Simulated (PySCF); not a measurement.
System: dimethylgermane, C2H8Ge, charge 0, multiplicity 1. 
Structure (B3LYP-D3(BJ)/def2-TZVP (Ansatz) minimum search):
SMILES: [CH3][GeH2][CH3]
```xyz
11

C     -1.6139    -0.6614    -0.3459
Ge    -0.0001     0.3466     0.1540
C      1.6143    -0.6993    -0.2587
H     -2.5123    -0.0876    -0.1198
H     -1.6027    -0.8833    -1.4132
H     -1.6548    -1.6019     0.2040
H     -0.0371     0.6692     1.6643
H      0.0365     1.6837    -0.6189
H      1.6033    -1.6402     0.2920
H      2.5123    -0.1466     0.0158
H      1.6554    -0.9216    -1.3253
```
Charge 0, spin multiplicity 1.

Dispersion corrections to the total energy (kcal/mol) from the dftd3 and dftd4 libraries through PySCF: D3(BJ) without and D4 with the three-body term, each with the damping fitted for the functional named.

| functional | D3(BJ) | D4 |
|---|---|---|
| B3LYP | -7.49 | -6.36 |
| LC-wPBE | ___ | -4.41 |
| PBE0 | -3.70 | -3.33 |
| B2GP-PLYP | -3.12 | -1.66 |
| BP86 | -6.89 | ___ |
| B2PLYP | ___ | -2.75 |
| HSE06 | -2.85 | -3.10 |

**Question.** What belongs in the gaps?

**Answer.** 
- LC-wPBE, D3(BJ): -4.06
- BP86, D4: -5.27
- B2PLYP, D3(BJ): -3.56
